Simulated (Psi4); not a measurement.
Cl₃Ga (SMILES [Cl][Ga]([Cl])[Cl]), singlet, geometry from GFN2-xTB (such geometries of metal compounds can be far from the true shape).

The Psi4 input:
```
memory 2 GB

molecule {
0 1
Ga    0.00000000    0.00000000   -0.00000000
Cl   -1.75999983   -1.10581726   -0.20820478
Cl    0.10032532    1.95214694   -0.73677512
Cl    1.65967451   -0.84632969    0.94497990
}

set {
  basis 6-31g
}

energy('scf')
print_variables()
```

Problem. Predict the dipole moment from HF/6-31G (Psi4).

Solution. 0.00 D

Problem. What number of basis functions does HF/6-31G give?

Solution. 68

Problem. Give the nuclear repulsion energy at the level HF/6-31G.

Solution. 527.3017 Eh
